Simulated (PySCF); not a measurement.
C₂H₃BBrCl.

```xyz
8

B     -0.1663     0.5994     0.0000
Cl     0.9836     1.9210     0.0000
Br     0.5153    -1.1922     0.0000
C     -1.6807     0.8949     0.0000
C     -2.6307    -0.0535     0.0000
H     -1.9911     1.9466     0.0000
H     -3.6975     0.1926     0.0000
H     -2.3687    -1.1170     0.0000
```

Geometry optimised at PBE0-D3(BJ)/def2-SVP. The structure was generated by enumeration, and PubChem lists no compound with its InChIKey, so it may never have been made. The values are those of a single conformer.

The numbers are results of PySCF with PBE0/pcSseg-1, not measurements. Non-relativistic, no solvent.

Problem. Give the absolute GIAO shielding of each atom: isotropic value and principal components (ppm). (Estimate from the structure and the level; the computed values follow.)

Solution. 
```csv
atom,σ(iso),σ11,σ22,σ33,span
B1,39.7,14.3,25.2,79.5,65.3
Cl2,647.0,373.5,699.0,868.5,495.0
Br3,2221.7,1566.4,2491.9,2606.8,1040.5
C4,39.0,-74.9,32.5,159.4,234.3
C5,26.1,-97.3,13.6,162.0,259.3
H6,24.6,22.2,23.1,28.5,6.3
H7,24.4,22.2,23.9,27.1,5.0
H8,24.2,20.3,22.3,29.9,9.6
```
